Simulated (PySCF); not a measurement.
Job file and geometry (Å, from GFN2-xTB) of an NMR shielding run on `O1[C@H](C#N)CCOB1O`, C$_{4}$H$_{6}$BNO$_{3}$, GIAO PBE0/pcSseg-1 NMR shielding, non-relativistic, gas phase in PySCF; density fitting, a coarse starting grid and PySCF grid level 2 are the driver's defaults:

```
$ OMP_NUM_THREADS=1 python probes_run.py task.json out

{"job": {"kind": "nmr", "xc": "PBE0", "basis": "pcSseg-1"}, "charge": 0, "multiplicity": 1}
N     -1.381149     1.809843     1.985048
C     -0.959817     1.496204     0.970636
C     -0.406745     1.080165    -0.311136
C     -1.045755    -0.248270    -0.747854
C     -0.565208    -1.348209     0.199351
O      0.844284    -1.386326     0.287113
B      1.566999    -0.254868     0.093116
O      2.910883    -0.329063     0.173632
O      0.999609     0.969130    -0.216627
H     -0.615095     1.874872    -1.043577
H     -0.712410    -0.472555    -1.763075
H     -2.132730    -0.174984    -0.728387
H     -0.884914    -2.333381    -0.154666
H     -0.976304    -1.181553     1.204192
H      3.353937     0.506985     0.030322
```

**Question.** Write the output of this run.

**Answer.** 
```
coarse grid: 13472 points
cycle   1  E = -460.5964527063  dE =  1.612e+00  |g| = 1.027e+00  |ddm| = 3.532e+00
cycle   2  E = -460.2915508951  dE =  3.049e-01  |g| = 1.628e+00  |ddm| = 1.847e+00
cycle   3  E = -460.7691391447  dE = -4.776e-01  |g| = 3.166e-01  |ddm| = 1.286e+00
cycle   4  E = -460.7888177364  dE = -1.968e-02  |g| = 8.872e-02  |ddm| = 2.366e-01
cycle   5  E = -460.7903438654  dE = -1.526e-03  |g| = 1.795e-02  |ddm| = 6.920e-02
cycle   6  E = -460.7904138946  dE = -7.003e-05  |g| = 4.787e-03  |ddm| = 1.694e-02
cycle   7  E = -460.7904184520  dE = -4.557e-06  |g| = 1.207e-03  |ddm| = 3.918e-03
final grid: 132888 points
cycle   8  E = -460.8718971035  dE = -4.491e-05  |g| = 1.135e-02  |ddm| = 2.889e-02
cycle   9  E = -460.8718762257  dE =  2.088e-05  |g| = 1.576e-02  |ddm| = 1.691e-02
cycle  10  E = -460.8719208921  dE = -4.467e-05  |g| = 8.475e-04  |ddm| = 1.003e-02
cycle  11  E = -460.8719210349  dE = -1.428e-07  |g| = 2.795e-04  |ddm| = 9.048e-04
cycle  12  E = -460.8719210482  dE = -1.333e-08  |g| = 1.043e-04  |ddm| = 2.382e-04
cycle  13  E = -460.8719210499  dE = -1.646e-09  |g| = 4.010e-05  |ddm| = 8.155e-05
cycle  14  E = -460.8719210501  dE = -2.511e-10  |g| = 1.904e-05  |ddm| = 3.199e-05
converged SCF energy = -460.8719210501

GIAO shielding tensors (ppm)
atom      isotropic    diamagn.    paramagn.     s11        s22        s33       span
  0 N      -40.705     339.603    -380.308   -203.310   -193.214    274.408    477.718
  1 C       63.710     262.684    -198.975    -54.522    -49.664    295.315    349.836
  2 C      124.782     243.832    -119.050    106.439    114.442    153.465     47.026
  3 C      152.136     251.504     -99.368    142.128    153.538    160.741     18.613
  4 C      123.791     244.281    -120.490    102.119    107.280    161.975     59.856
  5 O      250.580     392.583    -142.002    144.102    272.542    335.097    190.995
  6 B       84.576     197.507    -112.931     72.301     89.430     91.995     19.694
  7 O      246.118     384.820    -138.703    169.944    274.878    293.532    123.588
  8 O      241.400     395.917    -154.517    160.225    244.888    319.087    158.861
  9 H       26.799      27.909      -1.110     23.530     24.902     31.964      8.434
 10 H       29.589      30.951      -1.362     25.849     27.302     35.616      9.767
 11 H       29.967      30.252      -0.286     26.233     27.685     35.982      9.749
 12 H       27.316      28.323      -1.007     22.366     26.493     33.089     10.724
 13 H       26.899      30.132      -3.233     23.513     25.387     31.797      8.284
 14 H       28.364      31.279      -2.914     21.483     25.050     38.560     17.077
```

Size and cost of the density-fitted run: 183 basis functions, 37 s wall time on 1 thread of an Arm Neoverse V1, shared host; peak memory 0.82 GiB.
